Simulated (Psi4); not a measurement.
BBr2, doublet, at a GFN2-xTB geometry. Base run: PBE0/6-31G (Psi4).

The Psi4 input:
```
memory 2 GB

molecule {
0 2
Br   -1.63757191   -0.08958501    0.00510133
B    -0.01549352    0.82472876   -0.03127262
Br    1.63978527   -0.02823338   -0.00063381
}

set {
  basis 6-31g
  reference uks
}

energy('pbe0')
print_variables()
```

The base run was repeated with changes; each row names its change, and settings that it needs were set with it.

```
change                                                             basis functions       E (Eh)  dipole (D)
-----------------------------------------------------------------  ---------------  -----------  ----------
base                                                                            67  -5171.42464        0.28
basis = cc-pVDZ-DK; relativity = none (with scf_type pk)                        68  -5133.16386        0.44
basis = cc-pVTZ-DK; relativity = spin-free X2C (with scf_type pk)              116  -5236.79612        0.46
basis = cc-pVTZ-DK; relativity = none (with scf_type pk)                       116  -5129.66431        0.41
basis = cc-pVDZ-DK; relativity = spin-free X2C (with scf_type pk)               68  -5236.56133        0.53
```

Totals shift with the method and basis; they matter in differences.

Open shells are given as the SCF converged; they aren't shown to be the lowest states, and a large step between rows can be another state.

Basis sets contracted for a relativistic Hamiltonian are a mismatch without it, so the rows without relativity aren't non-relativistic limits. No row has spin-orbit coupling; sets with core potentials leave out the core electrons.
